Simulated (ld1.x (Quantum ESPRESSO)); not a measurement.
## What one change does to a pseudopotential (P, ultrasoft)

```
Element                 : P
Generator               : ld1.x (Quantum ESPRESSO) 7.5
Type                    : ultrasoft
Functional              : PBE
Relativity              : fully relativistic
Frozen core             : [Ne]
Valence charge          : 5
Reference configuration : 3s2 3p2.75 (charge +0.25)
Partial waves           : 3s (bound): rcut 1.30, rcutus 1.55 bohr; 3s channel at -0.4 Ry: rcut 1.30, rcutus 1.55 bohr; 3p (bound): rcut 1.65, rcutus 1.95 bohr; 3p channel at 4.75 Ry: rcut 1.65, rcutus 1.95 bohr
Local potential         : all-electron potential smoothed inside 1.15 bohr (lloc = -1)
Core correction         : none
Augmentation charge     : PSQ, inside the norm-conserving radii
```

Open shells are filled in proportion to 2j + 1 (rel_dist='average').

Change: reference 3s2 3p3.

Cutoffs: the cutoffs (Ry, on a coarse ladder) from which the occupation-weighted sum of valence levels, in a spherical-Bessel basis at the reference potential, stays within 10 and 1 mRy of its value at 400 Ry; they do not see the model core or the augmentation charge, which bear on the density cutoff. Errors are all-electron minus pseudo energies relative to the spin-unpolarised reference configuration.

Question: What does the change do?

Answer: The potential gets neither clearly harder nor softer (15 Ry and 21 Ry → 15 Ry and 21 Ry); neither file shows a bound ghost.

```csv
quantity,base,changed
"cutoff, loose",15 Ry,15 Ry
"cutoff, tight",21 Ry,21 Ry
bound ghosts,none,none
"largest error over its own tests, meV",+123,+124
s: phases at 2.14 bohr within 0.05 rad from the reference energy up to (Ry; the scan ends near 5),4.2,4.3
p1/2: phases at 2.14 bohr within 0.05 rad from the reference energy up to (Ry; the scan ends near 5),to the end of the scan,to the end of the scan
p3/2: phases at 2.14 bohr within 0.05 rad from the reference energy up to (Ry; the scan ends near 5),to the end of the scan,to the end of the scan
lowest overlap eigenvalue by channel,"s 0.42, p1/2 0.55, p3/2 0.56","s 0.42, p1/2 0.56, p3/2 0.56"
```
